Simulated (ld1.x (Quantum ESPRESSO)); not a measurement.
Cr (Z = 24), RRKJ: configuration errors across variants

```
Element                 : chromium
Generator               : ld1.x (Quantum ESPRESSO) 7.5
Type                    : norm-conserving RRKJ (Kleinman–Bylander form)
Functional              : LDA (PZ)
Relativity              : scalar-relativistic
Frozen core             : [Ar]
Valence charge          : 6
Reference configuration : 3d5 4s0.5 4p0.5
Partial waves           : 4s (bound): rc 2.75 bohr; 4p (bound): rc 3.80 bohr; 3d (bound): rc 1.30 bohr
Local potential         : all-electron potential smoothed inside 1.45 bohr (lloc = -1)
Core correction         : none
rho0                    : 0.02
```

All-electron excitation energies from the reference (eV): (1) 3d5 4s1 4p0 -1.576; (2) 3d5 4s0 4p0 5.564; (3) 3d4 4s0 4p0 21.907; (4) 3d5 4s0.5 4p0 1.242; (5) 3d4 4s1 4p1 2.036; (6) 3d6 4s0 4p0 0.148; (7) 3d4 4s2 4p0 -1.634; (8) 3d5 4s0.5 4p0.5 spin -4.813; (9) 3d5 4s1 4p0 spin -6.493.

Spin tests fill each open shell by Hund’s rule, majority spin first.

A true bound ghost makes a file unfit for plane-wave use even where its test errors are small: the radial tests pick states by their node count and pass the ghost by.

Errors AE − PS in meV (a dash: test not solved or not reliable):

| change | (1) | (2) | (3) | (4) | (5) | (6) | (7) | (8) | (9) | bound ghosts |
| --- | --- | --- | --- | --- | --- | --- | --- | --- | --- | --- |
| base | +2.7 | +9.6 | -35 | -1.5 | -48 | +1.3 | +52 | +6068 | +6057 | s |
| wave 3d (bound): rc 1.30 bohr becomes 3d (bound): rc 0.82 bohr | +2.2 | +7.9 | -34 | -1.6 | -55 | +0.5 | +40 | +6147 | +6142 | s |
| wave 3d (bound): rc 1.30 bohr becomes 3d (bound): rc 0.98 bohr | +2.3 | +8.2 | -34 | -1.6 | -54 | +0.7 | +42 | +6148 | +6141 | s |
| wave 3d (bound): rc 1.30 bohr becomes 3d (bound): rc 1.08 bohr | +2.4 | +8.5 | -34 | -1.6 | -53 | +0.8 | +44 | +6139 | +6130 | s |
| wave 3d (bound): rc 1.30 bohr becomes 3d (bound): rc 1.24 bohr | +2.6 | +9.3 | -35 | -1.6 | -50 | +1.1 | +49 | +6095 | +6084 | s |
| wave 3d (bound): rc 1.30 bohr becomes 3d (bound): rc 1.34 bohr | +2.7 | +9.8 | -35 | -1.5 | -47 | +1.4 | +53 | +6052 | +6040 | s |
| wave 3d (bound): rc 1.30 bohr becomes 3d (bound): rc 1.48 bohr | +3.0 | +11 | -36 | -1.4 | -40 | +2.1 | +62 | +5963 | +5949 | s |
| wave 3d (bound): rc 1.30 bohr becomes 3d (bound): rc 1.58 bohr | +3.1 | +12 | -37 | -1.4 | -35 | +2.6 | +69 | +5902 | +5887 | s |
| wave 3d (bound): rc 1.30 bohr becomes 3d (bound): rc 1.68 bohr | +3.3 | +13 | -37 | -1.2 | -25 | +3.8 | +82 | +5787 | +5770 | s |
| wave 3d (bound): rc 1.30 bohr becomes 3d (bound): rc 1.92 bohr | +3.9 | +16 | -35 | -0.9 | +3.5 | +7.9 | +118 | +5524 | +5503 | s |

Question: Give the same row for: wave 3d (bound): rc 1.30 bohr becomes 3d (bound): rc 1.84 bohr.

Answer: +3.7, +16, -36, -1.0, -3.6, +6.8, +109, +5584, +5564; bound ghosts: s.
